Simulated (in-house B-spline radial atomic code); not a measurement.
RPA and G0W0 on PBE0: the tin ion Sn⁴⁺

Configuration [Kr] 4d10, mean-field start PBE0. Computed with an all-electron radial atomic-structure program (B-spline basis): all electrons, non-relativistic, point nucleus, each spin shell either full or empty, empty states to l = 9 with an (l + 1/2)⁻⁴ tail; G0W0 by contour deformation at full frequency.

Without relativity these are model numbers: it shifts the levels of so heavy an element strongly and can reorder them.

Command:
```bash
python run_gw.py task.json out
```
Settings (radii: box in bohr, nucleus in fm):
```
Z                        50
electrons                46
configuration            [Kr] 4d10
hamiltonian              nr
method                   pbe0
lmax                     9
spin_polarised           False
box_radius               11.96
intervals                52
```

Run time, properties included: 2.1 s on 1 thread of AMD EPYC 7R43 64-Core Processor (shared host).

Energies (hartree):

```csv
term,value
mean-field total,-6021.72956
Hartree-Fock functional on these orbitals,-6019.76376
direct second order,-3.9297
second-order exchange,1.0862
SOSEX correction,1.0199
```

(1) What is the RPA correlation energy, and what remains with SOSEX?

Quasi-particle levels (eV):

| level | occupied | mean field | Σx - vxc | Σc | QP weight | G0W0 |
| --- | --- | --- | --- | --- | --- | --- |
| 4d | yes | -71.23 | -7.07 | ? | ? | ? |
| 5s | no | -42.93 | 5.36 | -1.85 | 0.981 | -39.42 |

G0W0 = mean field + (Σx - vxc) + Σc, with Σc (partial-wave tail included) taken at the quasi-particle energy. Only the outer levels were computed. Levels of low weight are left out.

(2) Where does G0W0 put 4d?

## Answers

(1) RPA gives -3.5019 hartree (-2.07 eV per electron); RPA + SOSEX gives -2.482, and the second-order doubles -2.8435 hartree (no singles). RPA lacks exchange-type terms and so overcorrelates at short range.

(2) At -78.13 eV, with Σc = 0.17 eV and a quasi-particle weight of 0.955. The tabulated removal energy is 77.03 ± 0.04 eV (NIST, measured); the calculation leaves out relativity, Breit and QED terms, and what these don't explain is the method's own error.
